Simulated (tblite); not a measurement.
Compound: C₅H₁₀BClGe.
Numbering: `[BH2:1][C@@H:2]1[CH2:3][CH2:4][C:5](=[CH2:6])[Ge@H:7]1[Cl:8]` (hydrogens: H9, H10 on B1; H11 on C2; H12, H13 on C3; H14, H15 on C4; H16, H17 on C6; H18 on Ge7)

Computed with GFN2-xTB (tblite), gas phase: L-BFGS steps from a force-field or distance-geometry start until the largest atomic force falls under 0.01 eV/Å.

Step 38: E = -639.8828 eV
```
atom  x, y, z in Å  |  force x, y, z in eV/Å
B1     -2.4897   -0.8213    0.7330    0.024  -0.004   0.026
C2     -1.3947   -0.1041   -0.0780    0.012   0.014   0.010
C3     -0.4417   -0.9242   -0.9478    0.010  -0.002  -0.011
C4      0.8193   -0.1197   -1.2901   -0.004   0.004  -0.001
C5      1.3976    0.4762   -0.0387    0.032  -0.007  -0.044
C6      2.6670    0.8124    0.1159    0.008   0.002   0.012
Ge7    -0.0860    0.6790    1.2726   -0.014  -0.029  -0.026
Cl8    -0.4940    2.6838    1.8149   -0.005   0.007   0.007
H9     -2.3733   -1.9552    1.0009    0.006  -0.009   0.002
H10    -3.4150   -0.2268    1.1335    0.007   0.027  -0.029
H11    -1.7455    0.7719   -0.6329   -0.014   0.003  -0.021
H12    -0.9421   -1.2302   -1.8690   -0.023  -0.016   0.015
H13    -0.1539   -1.8274   -0.4049    0.020  -0.015  -0.036
H14     0.5499    0.6958   -1.9706   -0.011  -0.005   0.027
H15     1.5538   -0.7472   -1.8008   -0.028   0.019   0.016
H16     3.0288    1.2601    1.0277   -0.013  -0.016   0.007
H17     3.3990    0.6634   -0.6667   -0.025   0.001   0.026
H18     0.1117   -0.0801    2.5892    0.018   0.024   0.022
```

Step 39: E = -639.8834 eV
```
atom  x, y, z in Å  |  force x, y, z in eV/Å
B1     -2.4889   -0.8210    0.7341    0.010  -0.014   0.030
C2     -1.3945   -0.1055   -0.0783    0.016   0.017   0.021
C3     -0.4418   -0.9250   -0.9482    0.019   0.003  -0.013
C4      0.8185   -0.1191   -1.2905    0.001   0.006  -0.017
C5      1.3980    0.4763   -0.0396    0.046  -0.019  -0.050
C6      2.6675    0.8118    0.1172   -0.005   0.001   0.008
Ge7    -0.0843    0.6791    1.2700   -0.033  -0.049   0.007
Cl8    -0.4953    2.6814    1.8122   -0.007   0.031   0.011
H9     -2.3753   -1.9553    1.0034    0.009   0.004  -0.001
H10    -3.4136   -0.2237    1.1320    0.008   0.021  -0.024
H11    -1.7466    0.7706   -0.6322   -0.011   0.002  -0.027
H12    -0.9432   -1.2315   -1.8688   -0.016  -0.015   0.013
H13    -0.1517   -1.8281   -0.4061    0.012  -0.012  -0.035
H14     0.5488    0.6983   -1.9684   -0.017  -0.010   0.017
H15     1.5515   -0.7464   -1.8033   -0.019   0.023   0.015
H16     3.0259    1.2576    1.0312   -0.004  -0.012   0.003
H17     3.4008    0.6650   -0.6645   -0.024  -0.003   0.028
H18     0.1153   -0.0780    2.5883    0.016   0.025   0.014
```

Problem. Estimate the geometry and energy of step 40. (The exact step hangs on the optimiser's Hessian estimate; all steps are aligned on step 39, rigid shifts and turns removed.)

Solution. E = -639.8839 eV, largest force 0.072 eV/Å
```
atom  x, y, z in Å  |  force x, y, z in eV/Å
B1     -2.4876   -0.8208    0.7357   -0.004  -0.016   0.024
C2     -1.3937   -0.1068   -0.0785    0.011   0.012   0.021
C3     -0.4415   -0.9260   -0.9489    0.017   0.005  -0.008
C4      0.8176   -0.1183   -1.2912    0.002   0.006  -0.027
C5      1.3989    0.4759   -0.0413    0.034  -0.026  -0.031
C6      2.6680    0.8111    0.1186   -0.017  -0.003   0.003
Ge7    -0.0831    0.6787    1.2672   -0.036  -0.049   0.039
Cl8    -0.4974    2.6794    1.8099   -0.008   0.042   0.011
H9     -2.3779   -1.9558    1.0050    0.011   0.016  -0.001
H10    -3.4111   -0.2192    1.1308    0.011   0.011  -0.018
H11    -1.7478    0.7688   -0.6321   -0.003  -0.004  -0.027
H12    -0.9443   -1.2341   -1.8683   -0.007  -0.007   0.010
H13    -0.1485   -1.8288   -0.4077    0.005  -0.009  -0.029
H14     0.5468    0.7013   -1.9654   -0.023  -0.008  -0.001
H15     1.5488   -0.7448   -1.8063   -0.001   0.020   0.003
H16     3.0228    1.2545    1.0350    0.005  -0.006   0.002
H17     3.4022    0.6663   -0.6620   -0.009  -0.005   0.023
H18     0.1191   -0.0748    2.5878    0.014   0.022   0.008
```

The energy changes by -0.0005 eV. The first-order estimate −F·Δx gives -0.0007 eV and the mean of the old and new forces, exact on a quadratic surface, -0.0005 eV. The step makes an angle of 70° with the force vector and moves no atom by more than 0.006 Å.

What follows is the cost of the whole relaxation. Time: 1.6 s wall. Hardware: Arm Neoverse N1, one thread (shared host).
